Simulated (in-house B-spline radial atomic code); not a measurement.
Configurations of Cs4+, with energies counted from [Kr] 4d10 5s2 5p3. Computed with a radial B-spline atomic code at the basis-set limit: scalar-relativistic (X2C) r2SCAN0, spin-polarised, spherical fractional occupations, Fermi nucleus of rms radius 4.8041 fm. Caution: exact exchange at fractional occupations of open shells leaves self-interaction of up to several eV. Shells without spins written out take the highest spin.

Occupations are held fixed; configurations that lie above the ionisation limit could autoionise.

```csv
configuration,E - E(ref) (eV),highest orbital,its <r> (bohr)
"[Kr] 4d10 5s2 5p(2 up, 1 down)",4.709,5p down,1.869
[Kr] 4d10 5s2 5p2 6p1,33.172,6p up,3.803
[Kr] 4d9 5s2 5p3 6d1,111.76,6d up,4.656
[Kr] 4d9 5s2 5p3 6f1,118.82,6f up,6.652
[Ar] 3d10 4s2 4p5 4d10 5s2 5p3 6p1,196.55,6p up,3.725
[Ar] 3d10 4s2 4p5 4d10 5s2 5p3 5f1,203.72,5f up,3.858
"[Ar] 3d(4 up, 5 down) 4s2 4p6 4d10 5s2 5p(3 up, 0 down) 5d(0 up, 1 down)",756.92,5d down,2.374
```

Task: Order these further configurations by energy, lowest first.
A. [Ar] 3d10 4s2 4p(3 up, 2 down) 4d10 5s2 5p(0 up, 3 down) 6d(0 up, 1 down)
B. [Kr] 4d10 5s1 5p3 6f1
C. [Kr] 4d10 5s2 5p2 5d1
D. [Ar] 3d9 4s2 4p6 4d10 5s2 5p3 6f1
E. [Kr] 4d(5 up, 4 down) 5s2 5p(2 up, 1 down) 5f(1 up, 0 down)

Result: C (23.219 eV), B (56.57 eV), E (117.27 eV), A (204.17 eV), D (779.3 eV).

Task: How far above the reference does [Kr] 4d10 5s2 5p(0 up, 2 down) 6f(1 up, 0 down) lie?

Result: 47.006 eV; its least bound orbital is 6f up with <r> = 6.895 bohr.

Task: How far above the reference does [Kr] 4d9 5s2 5p3 5d1 lie?

Result: 93.627 eV; its least bound orbital is 5d up with <r> = 2.28 bohr.

Task: How far above the reference does [Ar] 3d10 4s2 4p5 4d10 5s2 5p3 6d1 lie?

Result: 203.48 eV; its least bound orbital is 6d up with <r> = 4.651 bohr.
